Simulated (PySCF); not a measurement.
**Core binding energy against partial charge**

Compound: 4-methylene-2,5-cyclohexadiene-1-one, C7H6O.
Z-matrix (Å and degrees, PBE0-D3(BJ)/def2-SVP geometry), rows numbered from 1:
```
C 
C   1  1.3518
C   2  1.4585  1  121.48
C   3  1.3473  2  121.66  1  -179.99
C   4  1.4758  3  121.79  2     0.02
O   5  1.2192  4  122.14  3   179.98
C   5  1.4760  4  115.89  3    -0.03
C   7  1.3473  5  121.81  4     0.02
H   1  1.0930  2  121.24  3     0.00
H   1  1.0929  2  121.27  3   179.99
H   3  1.0939  2  117.66  1     0.00
H   4  1.0924  3  122.14  2   179.99
H   7  1.0924  5  116.06  4  -179.97
H   8  1.0939  2  117.67  1    -0.04
```

Binding energies: delta-SCF UKS SCAN, pcX-2 on the ionised atom, pcseg-1 elsewhere, spin-free X2C in PySCF 2.14.0. Charges: PBE0/pcSseg-1 ground-state density, for the ionised atom.

```csv
atom,environment,C 1s (eV),Mulliken (e),IAO (e),Hirshfeld (e),ESP (e)
C1,terminal =CH2 carbon,290.46,-0.016,-0.260,-0.056,-0.457
C4,alkene CH carbon,290.50,-0.149,-0.188,-0.051,-0.361
C3,alkene CH carbon,291.03,+0.027,-0.124,-0.030,-0.155
C5,ketone carbonyl carbon,292.65,+0.299,+0.342,+0.128,+0.736
```

Q: Give the correlation coefficient and slope of binding energy on charge for each scheme.

A: ESP: r = 1.00, slope 1.9 eV per e; IAO: r = 0.99, slope 3.8 eV per e; Hirshfeld: r = 0.99, slope 11.7 eV per e; Mulliken: r = 0.95, slope 5.2 eV per e. On 4 points no scheme stands out.

Q: The point-charge model writes a binding energy as kq + V + constant, with V the potential of the other atoms' charges at the site. What does it give with the Hirshfeld charges?

A: V = Σ 14.40 eV Å × q/r over all other atoms: +1.52 eV at C1, +0.69 eV at C4, +0.55 eV at C3, -2.96 eV at C5. Fitting binding energy − V to q gives k = 34.1 eV per e and leaves an rms residual of 0.28 eV, against 0.11 eV for the fit on q alone. The model has no term for differences in relaxation between sites.

Spin contamination (⟨S²⟩ against 0.75 for a pure doublet) is marked for C 1s of C1 (0.88) and C 1s of C3/C8 (0.99), which makes these values less certain. Geometry: PBE0-D3(BJ)/def2-SVP; no solvent, vibrations or thermal averaging.
